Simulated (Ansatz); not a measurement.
Start from `[NH2][AlH][Cl]` and change one atom or group to get `C[O][Al]([NH2])[Cl]`.

Ansatz, PBE0-D4/def2-TZVP geometries, multiplicity 1. Each molecule was computed in one conformer, which needn't be the lowest.

```
                                      property  `[NH2][AlH][Cl]`
zero-point energy (PBE0-D4/def2-TZVP) / kJ/mol              89.7
             LUMO energy (PBE/def2-TZVPP) / eV             -1.23
         HOMO–LUMO gap (B3LYP/def2-TZVPP) / eV              6.88
       HOMO–LUMO gap (ωB97M-V/def2-TZVPP) / eV             11.35
           HOMO energy (B3LYP/def2-TZVPP) / eV             -7.55
          HOMO–LUMO gap (PBE0/def2-TZVPP) / eV              7.34
```

Task: Give the same properties after the change, and the shifts. (Estimate.)

Result: The calculation gave: 
| property | `C[O][Al]([NH2])[Cl]` | shift |
| --- | --- | --- |
| zero-point energy (PBE0-D4/def2-TZVP) / kJ/mol | 183.0 | 93.3 |
| LUMO energy (PBE/def2-TZVPP) / eV | -1.09 | 0.14 |
| HOMO–LUMO gap (B3LYP/def2-TZVPP) / eV | 6.80 | -0.08 |
| HOMO–LUMO gap (ωB97M-V/def2-TZVPP) / eV | 11.32 | -0.03 |
| HOMO energy (B3LYP/def2-TZVPP) / eV | -7.34 | 0.21 |
| HOMO–LUMO gap (PBE0/def2-TZVPP) / eV | 7.36 | 0.02 |

The zero-point energy changes by 93.3 kJ/mol with +12 modes.

B3LYP here is the variant with VWN-RPA as its local correlation; programs differ in this.
